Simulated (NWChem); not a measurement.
System: C$_{2}$H$_{3}$ClF$_{2}$; SMILES CC(F)(F)Cl

Computed with NWChem. Pople sets run with spherical d functions. All runs use the structure optimised with PBE-D3(BJ)/def2-SVP. Total energies compare along this basis series because the functional is fixed.

```json
[
 {"level": "PBE/STO-3G", "basis functions": "32", "energy (Ha)": "-728.5579", "highest occupied level (eV)": "-4.60", "orbital gap (eV)": "7.48", "dipole (D)": "2.42"},
 {"level": "PBE/3-21G", "basis functions": "55", "energy (Ha)": "-733.6872", "highest occupied level (eV)": "-7.56", "orbital gap (eV)": "7.11", "dipole (D)": "2.36"},
 {"level": "PBE/6-31G*", "basis functions": "80", "energy (Ha)": "-737.4005", "highest occupied level (eV)": "-7.55", "orbital gap (eV)": "6.95", "dipole (D)": "(withheld)"},
 {"level": "PBE/6-31+G*", "basis functions": "100", "energy (Ha)": "-737.4252", "highest occupied level (eV)": "-7.88", "orbital gap (eV)": "6.75", "dipole (D)": "2.27"},
 {"level": "PBE/6-311G**", "basis functions": "116", "energy (Ha)": "-737.5214", "highest occupied level (eV)": "-7.81", "orbital gap (eV)": "6.90", "dipole (D)": "2.23"},
 {"level": "PBE/6-311++G**", "basis functions": "139", "energy (Ha)": "-737.5338", "highest occupied level (eV)": "-7.90", "orbital gap (eV)": "6.75", "dipole (D)": "2.29"}
]
```

Q: Fill in the missing entries.

A: 
- PBE/6-31G*, dipole (D): 2.10
